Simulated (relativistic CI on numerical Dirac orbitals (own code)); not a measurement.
**Charge states of iodine**

These numbers are calculated, not measured: Dirac-Coulomb-Breit CI, KLI orbitals optimised for each configuration, model QED (radiative potential, 1s self-energy scaled to tabulated hydrogen-like ionisation energies), valence Slater integrals scaled by 0.9 (own radial code, finite nucleus).

Each species is treated in one configuration, given outside its closed core. Radial values are for the open shell of highest l, unscaled and averaged over j; ζ includes the Breit term. Labels give the leading LS character, summed over repeated terms.

```csv
Ion,Configuration,Its lowest level,LS weight (%),Next level,E (cm⁻¹),⟨r⟩ (bohr),⟨r²⟩ (bohr²),F² (cm⁻¹),F⁴ (cm⁻¹)
I,4d10 5s2 5p5,2P°_3/2,100,2P°_1/2,7774.7,2.495,7.188,,
I⁺,4d10 5s2 5p4,3P_2,92,3P_0,6760,2.347,6.275,45170,
I²⁺,4d10 5s2 5p3,4S°_3/2,92,2D°_3/2,14035,2.233,5.631,47880,
I³⁺,4d10 5s2 5p2,3P_0,93,3P_1,6526.4,2.139,5.139,50250,
I⁴⁺,4d10 5s2 5p,2P°_1/2,100,2P°_3/2,12254,2.059,4.746,,
I⁵⁺,4d10 5s2,1S_0,100,,,,,,
I⁶⁺,4d10 5s,2S_1/2,100,,,1.707,3.251,,
I⁷⁺,4d10,1S_0,100,,,,,,
I⁸⁺,4d9,2D_5/2,100,2D_3/2,14166,0.8761,0.8855,,
I⁹⁺,4d8,3F_4,98,3F_3,12802,0.8583,0.8476,118200,79210
I¹⁰⁺,4d7,4F_9/2,90,4F_7/2,11603,0.8415,0.8133,120700,81060
I¹¹⁺,4d6,5D_4,89,5D_3,8544.5,0.8258,0.7819,123100,82830
I¹²⁺,4d5,6S_5/2,91,J = 5/2 (mixed),37097,0.811,0.753,125400,84550
I¹³⁺,4d4,5D_0,73,5D_1,6083.4,0.7969,0.7262,127600,86210
I¹⁴⁺,4d3,4F_3/2,87,4F_5/2,9598.5,0.7834,0.7013,129800,87810
I¹⁵⁺,4d2,3F_2,90,3F_3,15373,0.7706,0.6781,132000,89370
I¹⁶⁺,4d,?,?,?,?,?,?,?,?
I¹⁷⁺,3d10 4s2 4p6,1S_0,100,,,,,,
I¹⁸⁺,3d10 4s2 4p5,2P°_3/2,100,2P°_1/2,113270,0.704,0.5593,,
I¹⁹⁺,3d10 4s2 4p4,3P_2,77,3P_0,37659,0.6966,0.5475,148800,
I²⁰⁺,3d10 4s2 4p3,J = 3/2 (mixed),44,2D°_3/2,96137,0.6894,0.5362,150200,
I²¹⁺,3d10 4s2 4p2,3P_0,79,3P_1,100470,0.6824,0.5254,151600,
I²²⁺,3d10 4s2 4p,2P°_1/2,100,2P°_3/2,125780,0.6756,0.515,,
I²³⁺,3d10 4s2,1S_0,100,,,,,,
```

**Question.** Fill in the row of I¹⁶⁺.

**Answer.** Its lowest level 2D_3/2; LS weight (%) 100; Next level 2D_5/2; E (cm⁻¹) 19962; ⟨r⟩ (bohr) 0.7583; ⟨r²⟩ (bohr²) 0.6563.

With one configuration, terms of near-neutral atoms and ions can be 10 to 25 % off, and close levels can change places.
